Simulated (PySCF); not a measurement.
# Spin states and ions at one geometry of [Bi(NH3)]3+

PySCF 2.14.0, RKS BP86, Bi def2-SVP with ECP60, N def2-SVP, H def2-SVP; non-relativistic Hamiltonian with scalar-relativistic core potentials where named; density fitting; no spin-orbit coupling; singlets restricted, open shells unrestricted. The geometry is relaxed for charge +3, singlet, vacuum:

```xyz
5

Bi    0.0000    0.0000   -0.1893
N     0.0000    0.0000    2.1636
H     0.9794    0.0000    2.5814
H    -0.4897    0.8481    2.5814
H    -0.4897   -0.8482    2.5814
```

Energies count from the relaxed state; an electron taken off or put on is at rest in vacuum. Charges and spins are Mulliken's.

Problem. Order these states by energy, lowest first.
A. charge +3, triplet, vacuum
B. charge +4, doublet, vacuum
C. charge +2, doublet, vacuum
D. charge +3, singlet, vacuum

Solution. C (-20.92 eV), D (0.00 eV), A (4.11 eV), B (31.91 eV).

Problem. How do charge and spin on the first atom follow?

Solution. 
```
                     state  spin squared  charge on Bi1 (e)  spin on Bi1 (e)  dipole about the centre of mass (D)
charge +3, singlet, vacuum          0.00               2.31             0.00                                 7.63
charge +3, triplet, vacuum          2.00               1.92             1.19                                11.36
charge +4, doublet, vacuum          0.75               2.80             0.20                                12.33
charge +2, doublet, vacuum          0.75               1.48             1.02                                 6.45
```

With an electron taken off (doublet) the charges change, summed by element, by Bi +0.49 e, N +0.24 e, H +0.27 e. The vertical ionisation energy is 31.91 eV, against −ε(HOMO) = 28.01 eV of the relaxed state. The level lies 3.9 eV too high, as is usual for semilocal functionals and global hybrids, which keep a self-interaction error.

With an electron put on (doublet) the charges change, summed by element, by Bi -0.82 e, N -0.01 e, H -0.16 e. The vertical electron affinity is 20.92 eV, against −ε(LUMO) = 24.46 eV of the relaxed state.

Open shells may have lower solutions than those found. Hard to converge, so the more doubtful: charge +3, triplet, vacuum; charge +2, doublet, vacuum.
